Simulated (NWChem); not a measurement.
# CH3CdF; SMILES [F][Cd][CH3]

All runs: NWChem. All runs use the structure optimised with PBE0/def2-SVP. def2 effective core potentials on Cd; no spin-orbit coupling. Vertical excitations in the gas phase; the lowest state need not have the same character in each row.

| level | lowest excitation, singlet (eV) | oscillator strength of that lowest state | orbital gap (eV) |
|---|---|---|---|
| PBE/def2-SVP, full TDDFT | 5.75 | 0.014 | 5.60 |
| B3LYP/def2-SVP, full TDDFT | 6.38 | 0.012 | 7.23 |
| BHandHLYP/def2-SVP, full TDDFT | 7.10 | 0.355 | 9.46 |
| LRC-wPBEh/def2-SVP, full TDDFT | 6.88 | 0.012 | 11.22 |
